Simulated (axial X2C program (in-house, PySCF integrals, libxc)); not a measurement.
# Potential curves of TcF, 2c

All values were computed with an in-house all-electron X2C program for linear molecules (integrals from PySCF). Two-component (2c) means X2C with spin–orbit coupling and atomic mean-field two-electron Coulomb and Gaunt terms. Basis: Tc dyall-cv3z [12s12p8d5f3g], F dyall-av3z [7s6p3d2f] (cores contracted in-house); Gaussian nuclei, density fitting, unrestricted open shells. Masses: Tc 98.907 u, F 18.998 u.

State: Ω = 3 (⟨Sz⟩ = 2.99, ⟨Lz⟩ = 0.01 at HF). Energies in kJ/mol from the fragments at the same level (Tc + F). Fits are polynomials in 1 − R0/R over 0.85 to 1.23 times the lowest point R0.

```csv
R (Å),CCSD,CCSD(T)
1.7235,-333.93,-337.39
1.7804,-376.24,-379.64
1.8372,-403.85,-407.23
1.8940,-420.13,-423.52
1.9603,-428.26,-431.70
2.0266,-427.70,-431.21
2.1118,-418.02,-421.64
```

Correlated methods: 14 electrons correlated (number of frozen shells: Tc 4 s, 3 p, 1 d; F 1 s), 280 virtual spin orbitals or spinors in MP2, 90 natural virtuals in coupled cluster.

The state is a single determinant with fixed occupations, the lowest that a limited PBE0 search found. De is counted from the lowest determinant-based energies of the atoms at the same level, without counterpoise correction. Coupled cluster ran in a truncated set of natural virtual spinors; the MP2 energy of the rest was added. (T) has no such correction and the atoms are truncated less, which lowers De at CCSD(T) by a hundredth of an eV or more. Other states lie close and PBE0, whose exact exchange favours high spin, may order them wrongly; the determinant shown need not be the ground state. The nearest other 2c determinant of the search, Ω = 4, lies 0.44 eV up at the distance of the search. With several unpaired electrons one determinant need not be a pure state. Open-shell Ω = 0 determinants with evenly filled partner blocks cannot be reached by this program, so the Ω shown need not be the lowest component. Coupled cluster ran on the points near the minimum only. MP2 and coupled cluster on one determinant become unreliable at the stretched end.

Task: Fit the CCSD curve near its minimum: give the equilibrium distance, the harmonic wavenumber and the well depth.

Result: At CCSD, 2c: Re = 1.988 Å, ωe ≈ 552 cm⁻¹, De = 4.45 eV to Tc + F; Be follows as 0.268 cm⁻¹.

Task: Fit the CCSD(T) curve near its minimum: give the equilibrium distance, the harmonic wavenumber and the well depth.

Result: At CCSD(T), 2c: Re = 1.988 Å, ωe ≈ 550 cm⁻¹, De = 4.48 eV to Tc + F; Be follows as 0.268 cm⁻¹.
